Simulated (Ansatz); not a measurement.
Single points on GeEtBr3 (C2H5Br3Ge).

```yaml
crystal:
  periodic: [false, false, false]
  atoms:
    - {symbol: Ge, position_ang: [-0.299255, -0.435767, -1.333638]}
    - {symbol: C, position_ang: [-0.262662, -0.423647, 0.632406]}
    - {symbol: C, position_ang: [0.509082, 0.763676, 1.204346]}
    - {symbol: H, position_ang: [0.177879, -1.400889, 0.920496]}
    - {symbol: H, position_ang: [-1.328780, -0.432067, 0.941355]}
    - {symbol: H, position_ang: [0.502585, 0.729161, 2.312609]}
    - {symbol: H, position_ang: [1.566851, 0.759974, 0.872873]}
    - {symbol: H, position_ang: [0.060328, 1.728838, 0.894713]}
    - {symbol: Br, position_ang: [1.866005, -0.515846, -2.182493]}
    - {symbol: Br, position_ang: [-1.315445, 1.500026, -2.131636]}
    - {symbol: Br, position_ang: [-1.476588, -2.273458, -2.131040]}
basis:
  gaussian: {orbitals: def2-SVP, initial_orbitals: start.molden}
hamiltonian: {xc: {text: "exchange = 0.90*pbe_x + 0.10*exact_x\ncorrelation = pbe_c"}}
scf: {omitted_lower_state_checks: [starts]}
output: {orbitals: {seedname: orbitals}}
```

The file start.molden holds the orbitals of an earlier run on this structure, at another level or in another basis.

```sh
$ ansatz run in.yaml --threads 2 --pin off --events-out ev --progress --plain --max-ram 22528MiB --backend cpu
```

It prints (some lines left out):

```
Functional definition: unnamed
1781 factors; integrals over basis functions are off by at most 1.1e-3 eV
mean field evaluation 1: about -268743.1464 eV, gradient 1.2e1 eV
mean field evaluation 2: about -268743.3189 eV, gradient 1.6e-1 eV
mean field evaluation 4: about -268743.3327 eV, gradient 2.0e-4 eV
mean field -268743.33269846 eV, -9876.1353158949 hartree, gradient 2.2e-5 eV, S^2 0.000000; 0 other end points of the search recorded, 0 dependent functions left out
reference -268743.33273489 eV, -9876.1353172338 hartree; 77, 77 occupied and 104, 104 virtual orbitals, 1781 factors
Total energy: -268743.33273489 eV, -9876.1353172338 hartree
Checks for a lower state left out: starts
```

It took 7.5 s on 2 threads of AMD EPYC 7R13 on a shared host.

First input, but with `hamiltonian: {xc: {text: "exchange = 0.85*pbe_x + 0.15*exact_x\ncorrelation = pbe_c"}}` (abridged; 7 s):

```
Functional definition: unnamed
mean field -268745.18716040 eV, -9876.2034661144 hartree, gradient 1.2e-5 eV, S^2 0.000000
Total energy: -268745.18719500 eV, -9876.2034673856 hartree
Checks for a lower state left out: starts
```

As the first input, with `hamiltonian: {xc: pbe0, dispersion: d4}` (abridged; 7 s):

```
Functional definition: PBE0
mean field -268748.92865906 eV, -9876.3409636538 hartree, gradient 5.5e-6 eV, S^2 0.000000
Total energy: -268749.28138783 eV, -9876.3539261973 hartree
Checks for a lower state left out: starts
```

The first input with `gaussian: {orbitals: 6-31G}`, `hamiltonian: {xc: hf}` (abridged; 3.4 s):

```
Functional definition: HF
mean field -268574.24356433 eV, -9869.9214048284 hartree, gradient 1.4e-5 eV, S^2 0.000000
Total energy: -268574.24356433 eV, -9869.9214048284 hartree
Checks for a lower state left out: starts
```

First input, but with `gaussian: {orbitals: def2-TZVP, initial_orbitals: start.molden}`, `hamiltonian: {xc: {name: BHLYP}, dispersion: d4}` (abridged; 1.9 s, on the card):

```
Functional definition: BHLYP
mean field -268815.17236997 eV, -9878.7753751282 hartree, gradient 1.2e-5 eV, S^2 0.000000
Total energy: -268815.76568114 eV, -9878.7971789115 hartree
Checks for a lower state left out: starts
```

First input, but with `gaussian: {orbitals: def2-TZVP, initial_orbitals: start.molden}`, `hamiltonian: {xc: {name: LC-wPBE}}` (abridged; 2.2 s, on the card):

```
Functional definition: LC-wPBE
mean field -268779.98263977 eV, -9877.4821763959 hartree, gradient 8.3e-6 eV, S^2 0.000000
Total energy: -268779.98263978 eV, -9877.4821763961 hartree
Checks for a lower state left out: starts
```

As the first input, with `gaussian: {orbitals: def2-TZVP, initial_orbitals: start.molden}`, `hamiltonian: {xc: {name: B97M-V}}` (abridged; 2.6 s, on the card):

```
Functional definition: B97M-V
mean field -268769.60937488 eV, -9877.1009659423 hartree, gradient 2.1e-5 eV, S^2 0.000000
Total energy: -268769.60943967 eV, -9877.1009683234 hartree
Checks for a lower state left out: starts
```

Geometry: PBE-D4/def2-SVP.

The 6-31G sets use Cartesian d functions. LC-ωPBE has ω = 0.4 bohr⁻¹.
